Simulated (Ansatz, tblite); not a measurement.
Forces on the cluster Co₅O₄⁺ at its PBE-D4/def2-SVP geometry. Total charge 1; singlet.

The xTB rows come from tblite. At PBE-D4/def2-TZVP an occupied level of the charge 1 singlet lies above an empty one (by up to 0.08 eV), so this SCF solution is probably not the lowest. This restricted singlet of an open-shell metal (gap down to -0.08 eV) wasn't tested against broken symmetry. No other spin state of charge 1 was run. The geometry of the singlet was relaxed on an unsound state (an occupied level 0.09 eV above an empty one). Another isomer (triplet) lies 12.02 eV lower at PBE0-D4/def2-TZVP; other spin states weren't run for this one.

GFN1-xTB (tblite), largest force 3.65 eV/Å:

```xyz
9
positions Å, forces eV/Å
Co   -3.089    0.571    1.545   -0.907   -0.591    0.560
Co    1.739   -1.018   -1.592    0.470    0.175    1.180
Co   -1.253    1.684    0.847    0.037    2.065    0.807
Co   -1.050   -0.368    0.089   -0.798   -1.663   -0.193
Co    4.982   -0.752   -1.189   -0.227   -0.253   -0.104
O     3.391   -0.937   -1.482   -1.337    0.434   -0.219
O    -2.527   -0.843    0.797    1.785    2.855   -0.301
O    -2.563    2.164    1.765    1.154   -2.964   -1.800
O     0.368   -0.501   -0.779   -0.177   -0.058    0.072
```

GFN2-xTB (tblite), largest force 3.34 eV/Å:

```
Co 0.806 0.907 -0.104
Co 2.199 1.265 2.177
Co -0.529 0.232 0.439
Co -0.451 -1.281 -0.074
Co -1.285 -0.072 -0.176
O -1.680 -0.484 -0.738
O 1.670 2.382 -0.308
O 0.070 -2.673 -0.943
O -0.800 -0.275 -0.272
```

PBE-D4/def2-TZVP (Ansatz), largest force 0.71 eV/Å:

```
Co -0.244 0.077 0.174
Co 0.201 -0.045 -0.068
Co 0.232 0.669 0.071
Co -0.072 -0.519 -0.204
Co 0.269 0.013 0.025
O -0.292 -0.014 -0.039
O 0.043 -0.012 -0.010
O -0.091 -0.191 -0.003
O -0.047 0.021 0.055
```
